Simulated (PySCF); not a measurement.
BFH2S.

```xyz
5

B     -0.5410    -0.6003     0.0000
F      0.2886    -1.6357     0.0000
H     -1.7146    -0.7912     0.0000
S      0.1764     1.0510     0.0000
H     -0.9995     1.6990     0.0000
```

Geometry: B3LYP-D3(BJ)/def2-TZVP. Other conformers were not sampled.

Calculation: PBE0/pcSseg-2 in PySCF. Non-relativistic, no solvent.

Q: Give the absolute GIAO shielding of each atom: isotropic value and principal components (ppm). (An estimate is asked for; the answer gives what the named calculation found.)

A: 
| atom | σ(iso) | σ11 | σ22 | σ33 | span |
|---|---|---|---|---|---|
| B1 | 47.4 | -9.6 | 63.7 | 88.1 | 97.7 |
| F2 | 205.9 | 39.3 | 107.6 | 470.9 | 431.7 |
| H3 | 25.4 | 22.9 | 23.4 | 30.0 | 7.1 |
| S4 | 529.8 | 311.7 | 598.0 | 679.6 | 367.9 |
| H5 | 28.9 | 23.9 | 26.1 | 36.6 | 12.7 |
